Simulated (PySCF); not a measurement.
SMILES [CH3][Ge]([CH3])([SeH])[SeH] (C2H8GeSe2), singlet, PBE0/def2-SVP optimised geometry.

```
13

C      1.26     1.00     1.23
Ge    -0.07     0.28     0.00
C      0.11     1.00    -1.80
Se     0.06    -2.09     0.00
Se    -2.27     0.80     0.68
H      1.12     0.58     2.24
H      2.27     0.75     0.88
H      1.15     2.09     1.29
H      1.11     0.75    -2.20
H     -0.65     0.57    -2.46
H      0.00     2.10    -1.78
H      1.53    -2.09     0.00
H     -2.10     0.16     2.00
```

Density from PySCF 2.14.0 with PBE0/def2-TZVP at that geometry.

Minimum of the electron density along straight lines between bonded atoms, close to the bond critical point (lines longer than 1.1 times the sum of covalent radii, or with two minima, are not listed):

```
bond     length / Å  ρ at the minimum / e bohr⁻³  ∇²ρ there / e bohr⁻⁵  position (fraction from the first atom)
-------  ----------  ---------------------------  --------------------  ---------------------------------------
C1–Ge2        1.951                        0.129                  0.08                                     0.53
Ge2–C3        1.950                        0.129                  0.08                                     0.47
Ge2–Se4       2.374                        0.090                   [?]                                     0.43
Ge2–Se5       2.364                        0.091                   [?]                                     0.43
C1–H6         1.099                        0.270                 -0.90                                     0.64
C1–H7         1.101                        0.268                 -0.88                                     0.64
C1–H8         1.100                        0.269                 -0.89                                     0.64
C3–H9         1.100                        0.268                 -0.88                                     0.64
C3–H10        1.099                        0.270                 -0.90                                     0.64
C3–H11        1.100                        0.268                 -0.88                                     0.64
Se4–H12       1.474                        0.172                 -0.30                                     0.63
Se5–H13       1.471                        0.174                 -0.31                                     0.63
```

Some entries are withheld; supply them.


- Ge2–Se4, ∇²ρ there / e bohr⁻⁵: -0.02
- Ge2–Se5, ∇²ρ there / e bohr⁻⁵: -0.01
